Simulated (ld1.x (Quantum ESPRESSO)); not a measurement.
## Dy (Z = 66) PAW: all-electron and pseudo phase curves

- Element: dysprosium
- Generator: ld1.x (Quantum ESPRESSO) 7.5
- Type: PAW
- Functional: PBE
- Relativity: scalar-relativistic
- Frozen core: [Kr]
- Valence charge: 30
- Reference configuration: 4d10 4f10 5s2 5p6 5d0 6s1.5 6p0.5
- Partial waves: 5s (bound): rcut 1.85, rcutus 2.00 bohr; 6s (bound): rcut 1.85, rcutus 2.00 bohr; 5p (bound): rcut 2.35, rcutus 3.00 bohr; 6p (bound): rcut 2.35, rcutus 3.00 bohr; 4d (bound): rcut 0.85, rcutus 0.95 bohr; 5d (bound, empty): rcut 0.85, rcutus 0.95 bohr; 4f (bound): rcut 1.15, rcutus 1.35 bohr; 4f channel at 2.65 Ry: rcut 1.15, rcutus 1.35 bohr
- Local potential: all-electron potential smoothed inside 1.80 bohr (lloc = -1)
- Core correction: Bessel-smoothed model core inside 0.80 bohr
- Augmentation charge: BG, radius 0.75 bohr

The phase is arctan(r·u′/u) with u = r·R(r), unwrapped; energies in Ry, scanned from -13 to 5 Ry. A pole is an energy at which the radial function vanishes at the test radius. The pseudo phase is shifted by a multiple of π to meet the all-electron one at the reference energy, and phase errors are pseudo minus all-electron; the curves can meet again beyond the range given. Levels narrower than the energy grid can be missing from the lists of poles.

```csv
channel,radius (bohr),reference energy (Ry),"poles, all-electron","poles, pseudo",unbroken range about the reference energy with phases within 0.05 rad,phase error 1 Ry above the reference energy (rad)
s,3.25,-0.31,"-3.63, 1.47","-3.64, 1.48",below 3.5,+0.001
p,3.25,-0.11,"-1.85, 2.58","-1.84, -1.41, 1.72",-1.0 to 0.2,-0.226
d,3.25,-0.13,"0.42, 4.61","0.42, 4.63",the whole range,+0.000
f,3.25,-0.28,"-0.25, 2.84","-0.26, 2.84",the whole range,+0.000
```

The ghost test of this file was not conclusive. Its overlap operator is not positive definite in a basis up to 400 Ry (lowest eigenvalue s -0.09, p -0.66), so the file is unfit for use: the generalised eigenproblem breaks down once the basis is large enough, and its test numbers describe a broken file.

Phases in the d channel:

```
E (Ry)  all-electron  pseudo
-13.00         1.485   1.485
-12.04         1.482   1.482
-11.08         1.478   1.478
-10.12         1.474   1.474
 -9.16         1.469   1.469
 -8.20         1.463   1.463
 -7.24         1.456   1.456
 -6.28         1.447   1.447
 -5.32         1.436   1.436
 -4.36         1.422   1.422
 -3.40         1.401   1.401
 -2.44         1.368   1.368
 -1.48         1.300   1.300
 -0.52         0.965   0.965
  0.44        -1.581  -1.581
  1.40        -1.913  -1.912
  2.36        -3.774  -3.762
  3.32        -4.552  -4.549
  4.28        -4.684  -4.683
```
